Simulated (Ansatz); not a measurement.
`[NH2][In]([OH])[C](=O)O` at its PBE0-D4/def2-TZVP geometry, where that method's forces vanish. Total charge 0; spin multiplicity 1. In takes the def2 core potential.

```tsv
atom	x (Å)	y (Å)	z (Å)
N1	-0.9792	-1.4447	1.5042
In2	0.1447	-0.5666	0.0965
O3	1.6006	-1.7731	-0.5062
C4	-0.2320	1.3178	-0.9480
O5	-0.7365	1.4178	-2.0294
O6	0.1809	2.3846	-0.2368
H7	-1.5029	-0.8643	2.1413
H8	-0.5531	-2.2098	2.0068
H9	2.0890	-1.4406	-1.2620
H10	-0.0115	3.1789	-0.7665
```

Task: For each bond, give half the difference of the two atoms' forces along it (eV/Å; positive pushes the atoms apart) under PBE-D4, r2SCAN-D4, B3LYP-D4, ωB97M-V in def2-TZVPP. (Estimate.)

Result: Computed: 
```json
{"bond": "N1–In2", "length (Å)": "2.004", "PBE-D4": "0.10", "r2SCAN-D4": "0.08", "B3LYP-D4": "0.15", "ωB97M-V": "0.00"}
{"bond": "N1–H7", "length (Å)": "1.008", "PBE-D4": "0.22", "r2SCAN-D4": "0.02", "B3LYP-D4": "-0.05", "ωB97M-V": "-0.03"}
{"bond": "N1–H8", "length (Å)": "1.010", "PBE-D4": "0.19", "r2SCAN-D4": "-0.01", "B3LYP-D4": "-0.06", "ωB97M-V": "-0.02"}
{"bond": "In2–O3", "length (Å)": "1.985", "PBE-D4": "0.30", "r2SCAN-D4": "0.11", "B3LYP-D4": "0.19", "ωB97M-V": "0.01"}
{"bond": "In2–C4", "length (Å)": "2.187", "PBE-D4": "-0.39", "r2SCAN-D4": "-0.20", "B3LYP-D4": "-0.13", "ωB97M-V": "-0.22"}
{"bond": "O3–H9", "length (Å)": "0.959", "PBE-D4": "0.41", "r2SCAN-D4": "0.05", "B3LYP-D4": "-0.02", "ωB97M-V": "-0.06"}
{"bond": "C4–O5", "length (Å)": "1.197", "PBE-D4": "0.85", "r2SCAN-D4": "0.29", "B3LYP-D4": "0.12", "ωB97M-V": "0.13"}
{"bond": "C4–O6", "length (Å)": "1.347", "PBE-D4": "0.25", "r2SCAN-D4": "0.25", "B3LYP-D4": "0.24", "ωB97M-V": "0.28"}
{"bond": "O6–H10", "length (Å)": "0.974", "PBE-D4": "0.46", "r2SCAN-D4": "0.05", "B3LYP-D4": "-0.03", "ωB97M-V": "-0.15"}
```

B3LYP here is the variant with VWN-RPA as its local correlation; programs differ in this.
